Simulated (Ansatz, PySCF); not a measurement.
C₃H₂F₃, SMILES C=C(F)[C](F)F, multiplicity 2. Atoms are numbered in the order given.

```xyz
8

C     -1.0905    -1.5641     0.0000
C      0.0027    -0.7283     0.0000
F      1.2417    -1.2477     0.0000
C     -0.0367     0.6614     0.0000
F     -1.1678     1.3348     0.0000
F      1.0281     1.4276     0.0000
H     -2.0989    -1.1533     0.0000
H     -0.9404    -2.6433     0.0000
```
Charge 0, spin multiplicity 2.

The structure is a stationary point at B3LYP-D3(BJ)/def2-SVP. The isomer is the one that the SMILES or the coordinates give; other isomers of the formula were not compared. Other conformers were not sampled.

Two levels are set side by side: PBE-D3(BJ)/def2-SVP (Ansatz, an electronic-structure program) and B3LYP-D3(BJ)/def2-SVP (Ansatz). Each level has its own optimised geometry; the coordinates shown are those of the second. Frequencies come from the Hessian of PySCF at each geometry. Differences are taken from unrounded values.

```csv
quantity,B3LYP-D3(BJ),PBE-D3(BJ),PBE-D3(BJ) minus B3LYP-D3(BJ)
mean bond length (Å),1.274,1.281,0.007
bond C1–C2 (Å),1.376,1.383,0.007
bond C2–F3 (Å),1.344,1.350,0.007
bond C2–C4 (Å),1.390,1.399,0.009
bond C4–F5 (Å),1.316,1.324,0.007
bond C4–F6 (Å),1.312,1.319,0.008
bond C1–H7 (Å),1.089,1.097,0.008
bond C1–H8 (Å),1.090,1.097,0.008
highest harmonic wavenumber (cm⁻¹),3300,3241,-59
mean harmonic wavenumber (cm⁻¹),1057,1030,-27
zero-point energy (kcal/mol),27.19,26.49,-0.70
```

GGA bonds tend to be longer and softer than those of functionals with exact exchange. Differences between two approximate levels are no errors against the true value.
